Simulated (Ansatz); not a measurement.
Geometry optimisation, Ansatz, RKS PBE/def2-SVP.

input.yaml

```yaml
crystal:
  periodic: [false, false, false]
  atoms:
    - { symbol: Ga, position_ang: [0.0, 0.0, 0.0] }
    - { symbol: C, position_ang: [0.0, 0.0, 2.33] }
    - { symbol: H, position_ang: [-0.9996, -0.3092, 2.7005] }
    - { symbol: H, position_ang: [0.7676, -0.7111, 2.7005] }
    - { symbol: C, position_ang: [0.3177, 1.3971, 2.8374] }
    - { symbol: H, position_ang: [0.9159, 1.3257, 3.7696] }
    - { symbol: H, position_ang: [0.8975, 1.9479, 2.0676] }
    - { symbol: H, position_ang: [-0.628, 1.9396, 3.0459] }
    - { symbol: Cl, position_ang: [1.9398, 0.0, -1.12] }
    - { symbol: Cl, position_ang: [-1.9398, 0.0, -1.12] }
    - { symbol: F, position_ang: [-0.2561, -1.8806, 0.6306] }
    - { symbol: H, position_ang: [-0.1762, -1.2937, 1.7624] }
basis:
  gaussian: { orbitals: def2-SVP }
hamiltonian:
  xc: pbe
relax:
  f_tol: 0.15
  max_steps: 25
  restrain:
    - { distance: [0, 10], at: 1.7, k: 30.0 }
    - { distance: [11, 1], at: 1.11, k: 30.0 }
    - { distance: [0, 1], at: 3.18, k: 30.0 }
    - { distance: [11, 10], at: 2.12, k: 30.0 }
output:
  orbitals: {}
```

Launched with:

```bash
$ ansatz run input.yaml --threads 4 --pin off --max-ram 5120MiB --backend cpu --events-out ev --progress --plain --runs-dir out
```

Where does it end, and by what steps?

It converged. The restraints hold the end off the free minimum; the threshold counts their pulls, which the force column leaves out. Restrained pairs: Ga1–F11 (2.00 → 1.73 Å), C2–H12 (1.42 → 1.12 Å), Ga1–C2 (2.33 → 3.18 Å), F11–H12 (1.28 → 2.13 Å). After 11 steps the energy has fallen by 2.337 eV (the restraints' own energy left out); H8 moved furthest, 1.05 Å.

```csv
step,energy less start (eV),largest force component (eV/Å),accepted
0,0.0000,2.928,yes
1,0.6421,2.595,yes
2,0.6146,3.407,yes
3,-0.6857,2.726,yes
4,-1.6698,1.317,yes
5,-2.1080,1.018,yes
6,-2.1999,1.041,yes
7,-2.2528,1.020,yes
8,-2.2948,1.029,yes
9,-2.3221,0.998,yes
10,-2.3370,0.893,yes
11,-2.3373,1.002,yes
```

```xyz
12
Properties=species:S:1:pos:R:3
Ga -0.107 -0.374 -0.392
C 0.058 -0.283 2.782
H -0.858 -0.497 3.370
H 0.918 -0.737 3.321
C 0.260 1.218 2.565
H 0.358 1.748 3.537
H 1.177 1.432 1.979
H -0.598 1.680 2.028
Cl 1.832 0.413 -0.840
Cl -1.911 0.747 -0.673
F -0.241 -2.037 0.072
H -0.047 -0.894 1.854
```

The run took 12 s on 4 threads of Intel(R) Xeon(R) 6975P-C (Granite Rapids), on a shared host, peak memory 0.24 GiB.
